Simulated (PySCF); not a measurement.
Species: C8H10.
SMILES: `C([C@H](CC)C#C)#CC`

Vertical excitations from PySCF (density fitting, frozen core in the response, grid level 2 and gas phase unless stated; continuum runs use non-equilibrium linear response for the excitations) on a GFN2-xTB geometry. Reference run:

| settings | S1, eV (f) | S2, eV (f) | S3, eV (f) | S4, eV (f) | S5, eV (f) | S6, eV (f) | T1, eV (Tamm–Dancoff) | mean α (au) |
| --- | --- | --- | --- | --- | --- | --- | --- | --- |
| PBE0/def2-SVPD, full TDDFT, 6 singlets | 6.49 (0.003) | 6.59 (0.001) | 6.72 (0.020) | 6.79 (0.022) | 6.85 (0.005) | 6.92 (0.003) | 5.36 | 93.3 |

What do these settings give: (1) BLYP/def2-SVPD, IEF-PCM tetrahydrofuran, level shift 0.2 Eh, TDA, 6 singlets; (2) B97-2/STO-3G, energy threshold 1e-07 Eh, full TDDFT, 1 singlet?

```csv
settings,"S1, eV (f)","S2, eV (f)","S3, eV (f)","S4, eV (f)","S5, eV (f)","S6, eV (f)","T1, eV (Tamm–Dancoff)",mean α (au)
"BLYP/def2-SVPD, IEF-PCM tetrahydrofuran, level shift 0.2 Eh, TDA, 6 singlets",5.96 (0.009),5.99 (0.016),6.01 (0.002),6.21 (0.063),6.29 (0.013),6.34 (0.013),–,122.5
"B97-2/STO-3G, energy threshold 1e-07 Eh, full TDDFT, 1 singlet",8.02 (0.001),–,–,–,–,–,6.42,42.0
```

(1) S1 moves by -0.53 eV; functional, environment and response scheme change together, so the shift can't be laid on one. (2) S1 moves by +1.53 eV; functional and basis change together, so the shift can't be laid on one. States are counted by energy in each run and needn't keep their character from row to row.

Which orbital pairs make up S1 in each run, and how does it sit against the orbital gap?

| settings | S1 configurations (weight) | S1 (eV) | orbital gap (eV) | S1 − gap (eV) |
| --- | --- | --- | --- | --- |
| PBE0/def2-SVPD, full TDDFT, 6 singlets | H→L+1 0.48, H−1→L+1 0.29 | 6.49 | 7.90 | -1.41 |
| BLYP/def2-SVPD, IEF-PCM tetrahydrofuran, level shift 0.2 Eh, TDA, 6 singlets | H→L 0.41, H→L+1 0.29, H−1→L 0.20 | 5.96 | 5.91 | +0.05 |
| B97-2/STO-3G, energy threshold 1e-07 Eh, full TDDFT, 1 singlet | H−1→L 0.42, H→L 0.26, H→L+1 0.09 | 8.02 | 9.75 | -1.73 |

Geometry: GFN2-xTB, one conformer.

The values belong to the conformer `[CH:1]#[C:2][C@H:3]([C:4]#[C:5][CH3:6])[CH2:7][CH3:8]`: C2–C3–C7–C8 -63°.
